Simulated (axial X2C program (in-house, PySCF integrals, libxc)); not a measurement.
A run on GaPd that gave no curve

A calculation with an axial X2C code built on PySCF integrals was to scan the bond of GaPd, spin-free and two-component.

Input:
```json
{"zs": [46, 31], "q": 0, "bas": ["dyall-cv3z", "dyall-cv3z"], "levels": ["PBE0", "HF", "PBE"], "cc": true, "r0": 2.44, "thr": -1.0, "nmax": 90, "npts": 10, "nst": 2, "ntry": 6}
```
```bash
python so2c.py task.json out
```

Keys: zs atomic numbers; q charge; bas basis sets; levels methods; cc coupled cluster on or off; r0 starting distance in Å; thr threshold in hartree for freezing inner shells (an s shell follows its p shell); nmax most natural virtual spinors; npts points on the curve; nst determinants followed; ntry starts of the search. HF also brings MP2.

Outcome:

No determinant converged under both Hamiltonians within the starts and the time share of the PBE0 search, so no state could be followed. This does not show that the molecule is unbound.
